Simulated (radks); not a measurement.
Q: Isoelectronic series with 9 electrons, each ion in its NIST ground configuration. Calculated with a radial shooting solver on a logarithmic mesh with Libxc functionals: scalar-relativistic Kohn-Sham, r2SCAN, spin-polarised, spherical densities, finite nucleus; open shells are filled with parallel spins first (spin-orbit coupling, left out, can overturn this in heavy ions); meta-GGA in the generalised Kohn-Sham scheme; Fermi nuclear charge, rms radius of each element as measured or else 0.836 A^(1/3) + 0.57 fm. Total energies (hartree) and orbital eigenvalues (eV):

ion,configuration,E (hartree),2p down,2p up,2s down,2s up
F,[He] 2s2 2p5,-99.79737,-10.3572,-12.5700,-30.3777,-32.5704
P6+,[He] 2s2 2p5,-327.43680,-243.4496,-248.7389,-293.6105,-298.0390
Cl8+,[He] 2s2 2p5,-433.71302,-376.5747,-382.9021,-437.3168,-442.4976
K10+,[He] 2s2 2p5,-555.27167,-537.2068,-544.5751,-608.9011,-614.8326
Sc12+,[He] 2s2 2p5,-692.18412,-725.3677,-733.7791,-808.4853,-815.1676
V14+,[He] 2s2 2p5,-844.53262,-941.1076,-950.5639,-1036.236,-1043.671
Mn16+,[He] 2s2 2p5,-1012.40969,-1184.496,-1194.999,-1292.357,-1300.547
Co18+,[He] 2s2 2p5,-1195.91852,-1455.618,-1467.170,-1577.081,-1586.030
Cu20+,[He] 2s2 2p5,-1395.17272,-1754.573,-1767.175,-1890.675,-1900.387
Ga22+,[He] 2s2 2p5,-1610.29675,-2081.471,-2095.125,-2233.433,-2243.913
As24+,[He] 2s2 2p5,-1841.42651,-2436.434,-2451.142,-2605.681,-2616.934
Br26+,[He] 2s2 2p5,-2088.70956,-2819.596,-2835.361,-3007.778,-3019.810
Rb28+,[He] 2s2 2p5,-2352.30548,-3231.102,-3247.927,-3440.113,-3452.931

Estimate the row of Al4+ ([He] 2s2 2p5).

A: E (hartree) -236.38345; 2p down -137.8593; 2p up -142.1158; 2s down -177.7308; 2s up -181.4027.
